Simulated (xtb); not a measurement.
hexafluoropropene (C₃F₆), singlet, at a GFN2-xTB geometry. Base run: xtb with GFN2-xTB.

Geometry (Å):
```xyz
9

F      2.4918    -0.1883     0.7984
C      1.3142     0.2468     0.4247
F      1.2607     1.5582     0.4211
C      0.2823    -0.5252     0.0852
F      0.3761    -1.8566     0.1015
C     -1.0644     0.0310    -0.3415
F     -1.6109     0.7862     0.6181
F     -0.9545     0.8075    -1.4255
F     -1.9180    -0.9422    -0.6258
```
All else is at xtb's defaults.
Base energy -34.76984 Eh.

Variants of this job, named by their change:

```csv
change,ΔE vs base (kcal/mol),HOMO-LUMO gap (eV),dipole (D),SCF cycles
base,0.000,4.78,1.02,10
etemp = 10000,___,___,___,9
file = coord,0.000,4.78,1.02,10
acc = 1000,0.000,4.78,1.01,7
etemp = 5000,-0.162,4.79,1.01,10
alpb = acetone,-1.29,4.79,1.09,10
```

Task: Complete the blanks.

Result: 
- etemp = 10000, ΔE vs base (kcal/mol): -6.40
- etemp = 10000, HOMO-LUMO gap (eV): 4.84
- etemp = 10000, dipole (D): 0.77

ALPB and GBSA are two models with their own fitted parameters for each solvent, which aren't always the measured dielectric constant.
